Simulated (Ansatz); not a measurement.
Geometry optimisation, RKS B3LYP/def2-SVP in Ansatz.

Input:

```yaml
crystal:
  periodic: [false, false, false]
  atoms:
    - { symbol: Si, position_ang: [-0.0725, 0.0868, 0.5295] }
    - { symbol: H, position_ang: [-0.1493, 0.2934, -1.333] }
    - { symbol: S, position_ang: [0.7916, -1.6697, 0.0742] }
    - { symbol: H, position_ang: [0.319, -0.5669, -1.2694] }
    - { symbol: F, position_ang: [-1.5165, 0.3936, 1.1095] }
    - { symbol: F, position_ang: [0.6276, 1.4628, 0.8891] }
basis:
  gaussian: { orbitals: def2-SVP }
hamiltonian:
  xc: b3lyp
relax:
  f_tol: 0.15
  max_steps: 25
  restrain:
    - { distance: [3, 1], at: 0.62, k: 30.0 }
    - { distance: [0, 1], at: 2.72, k: 30.0 }
    - { distance: [3, 2], at: 2.66, k: 30.0 }
```

Command:

```bash
$ ansatz run input.yaml --threads 2 --pin off --max-ram 3072MiB --backend cpu --events-out ev --progress --plain --runs-dir out
```

Question: Where does it end, and by what steps?

Answer: The run converged. The restraints hold the end off the free minimum. After 7 steps the energy has fallen by 1.009 eV (the restraints' own energy left out); H2 moved furthest, 0.52 Å. Joined: H2–H4 (0.98 → 0.71 Å).

```csv
step,energy less start (eV),largest force component (eV/Å),accepted
0,0.0000,2.006,yes
1,-0.3154,2.923,yes
2,-0.5164,4.152,yes
3,-0.9297,2.853,yes
4,-0.9582,2.723,yes
5,-1.0453,0.729,no
6,-0.9994,2.235,yes
7,-1.0086,2.104,yes
```

```xyz
6
Properties=species:S:1:pos:R:3
Si 0.020 -0.044 0.839
H -0.143 0.344 -1.847
S 0.841 -1.762 0.542
H 0.099 -0.235 -1.523
F -1.530 0.296 1.076
F 0.712 1.401 0.913
```

Run time: 4.1 s on 2 threads of AMD EPYC 9R45 96-Core Processor (Zen 5), on a shared host, peak memory 0.16 GiB.
